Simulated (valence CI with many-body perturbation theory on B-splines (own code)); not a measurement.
## Which ion has this spectrum?

A relativistic CI+MBPT calculation for an atom or ion with 15 electrons gives these levels (cm⁻¹):

```tsv
J	Parity	E	g
3/2	odd	0	1.37
3/2	odd	1058626	1.45
5/2	odd	1135344	1.19
1/2	odd	1230974	0.65
3/2	even	1440781	0.78
5/2	even	1764878	1.23
5/2	even	2110212	1.45
1/2	even	2294179	2.13
3/2	even	2294935	1.15
3/2	odd	2301154	1.29
5/2	even	2489495	0.96
3/2	even	2504081	0.92
1/2	even	2506708	0.21
7/2	even	2565840	1.05
```

The energies are calculated, and their last digits are not significant.

(1) Which is it?
A. Pm46+
B. Pr44+
C. Gd49+
D. Eu48+

## Answers

(1) A. Pm46+, ground level (3s^2 3p1/2^2 3p3/2) J=3/2.
